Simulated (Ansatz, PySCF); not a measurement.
CsF, SMILES [F][Cs]. Atoms are numbered in the order given.

```xyz
2

Cs     0.0000     0.0000    -0.3670
F      0.0000     0.0000     2.0253
```

Geometry optimised at PBE0-D3(BJ)/def2-TZVPD. The def2 effective core potentials stand for the cores of Cs; spin–orbit coupling is left out.

Two levels are set side by side: PBE-D3(BJ)/def2-TZVPD (Ansatz, an electronic-structure program) and PBE0-D3(BJ)/def2-TZVPD (Ansatz). Each level has its own optimised geometry; the coordinates shown are those of the second. Frequencies come from the Hessian of PySCF at each geometry. Differences are taken from unrounded values.

| quantity | PBE0-D3(BJ) |
|---|---|
| bond Cs1–F2 (Å) | 2.392 |
| highest harmonic wavenumber (cm⁻¹) | 354 |
| mean harmonic wavenumber (cm⁻¹) | 354 |
| zero-point energy (kcal/mol) | 0.51 |

What does PBE-D3(BJ) give, and how far is it from PBE0-D3(BJ)? (Estimate from the structure and the level; the computed values follow.)


| quantity | PBE-D3(BJ) | PBE-D3(BJ) minus PBE0-D3(BJ) |
|---|---|---|
| bond Cs1–F2 (Å) | 2.403 | 0.010 |
| highest harmonic wavenumber (cm⁻¹) | 346 | -7 |
| mean harmonic wavenumber (cm⁻¹) | 346 | -7 |
| zero-point energy (kcal/mol) | 0.49 | -0.01 |
